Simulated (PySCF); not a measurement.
# Telling isomers of C₇H₁₀ apart by NMR

- J couplings at B3LYP/pcJ-1 (spin–dipole term left out of most H,H and C,H couplings)
- σ from GIAO-PBE0/pcSseg-1
- geometry from PBE0-D3(BJ)/def2-SVP
- code: PySCF
- gas phase, one averaged value for each set of equivalent atoms, relativity neglected, one computed conformer

Referencing at the same level of theory: $^{1}$H (31.27 ppm), $^{13}$C (184.41 ppm) against TMS. Multiplet labels drop J under 1 Hz and among equivalent protons, and merge close values. Unscaled 3J(H,H) run several per cent high. Shifts are as computed. Against solution values, carbons near 30 ppm lie about +2 ppm off and those near 130 ppm about +5 ppm. Of 1211 compounds with measured shifts, 218 miss one by over three times the rms of a fit or turn the order of signals round; such compounds aren't used in these exercises.

(1) Tabulate the signals of `C=C1CC/C1=C\C`, `C=C/C=C\CC=C` and their relative energies.

(2) What is the quickest way to tell C=C1CC/C1=C\C from C=C/C=C\CC=C?

Results:

(1) 
```tsv
SMILES	carbon types	δC	δH	E rel. (kcal/mol)
C=C1CC/C1=C\C	2×C 1×CH 3×CH2 1×CH3	156.1, 147.3, 124.0, 108.5, 28.7, 26.3, 16.2	5.92 (m, 1H), 5.48 (m, 1H), 4.95 (m, 1H), 2.54 (m, 2H), 2.53 (m, 2H), 1.72 (m, 3H)	0.0
C=C/C=C\CC=C	4×CH 3×CH2	146.0, 139.2, 139.1, 137.5, 125.4, 123.6, 37.6	6.88 (m, 1H), 6.11 (m, 1H), 5.78 (ddt, 1H), 5.46 (ddd, 1H), 5.42 (m, 1H), 5.42 (m, 1H), 5.39 (dq, 1H), 5.29 (ddt, 1H), 2.94 (m, 2H)	3.2
```

Energies are electronic energies at PBE0/pcSseg-1 on these geometries, without zero-point or thermal terms, each for the one conformer computed, which needn't be the lowest.

(2) Both give the same number of carbon signals, but DEPT or the intensities differ. The first has a fully substituted alkene carbon (C) at 156.1 ppm, the second an alkene CH at 146.0 ppm. In the proton spectra the most deshielded non-exchanging signals are 5.92 (m, 1H) and 6.88 (m, 1H).
